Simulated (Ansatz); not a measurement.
C₂H₆BO (`C[B]OC`) radical at its PBE0-D4/def2-TZVP geometry, where that method's forces vanish. The species carries charge 0 and has multiplicity 2.

```csv
atom,x (Å),y (Å),z (Å)
C1,0.4219,1.6774,0.8824
B2,0.2889,0.5301,-0.1624
O3,-0.3028,-0.6361,0.0881
C4,-0.4219,-1.6721,-0.8715
H5,-0.0046,1.4072,1.8546
H6,1.4724,1.9494,1.0190
H7,-0.0783,2.5788,0.5161
H8,0.0671,-2.5664,-0.4816
H9,-1.4810,-1.8850,-1.0258
H10,0.0382,-1.3833,-1.8192
```

**Question.** For each bond, give half the difference of the two atoms' forces along it (eV/Å; positive pushes the atoms apart) under PBE-D4, r2SCAN-D4, B3LYP-D4, ωB97M-V in def2-TZVPP. (Estimate.)

**Answer.** Computed: 
```csv
bond,length (Å),PBE-D4,r2SCAN-D4,B3LYP-D4,ωB97M-V
C1–B2,1.557,-0.15,-0.08,0.02,0.09
C1–H5,1.095,0.15,-0.01,0.00,-0.05
C1–H6,1.094,0.13,0.00,-0.05,-0.09
C1–H7,1.094,0.13,0.00,-0.05,-0.09
B2–O3,1.331,0.26,0.18,-0.07,-0.07
O3–C4,1.417,0.29,0.28,0.33,0.31
C4–H8,1.091,0.06,-0.07,-0.11,-0.12
C4–H9,1.091,0.06,-0.07,-0.11,-0.12
C4–H10,1.092,0.07,-0.06,-0.08,-0.11
```

B3LYP here is the variant with VWN-RPA as its local correlation; programs differ in this.
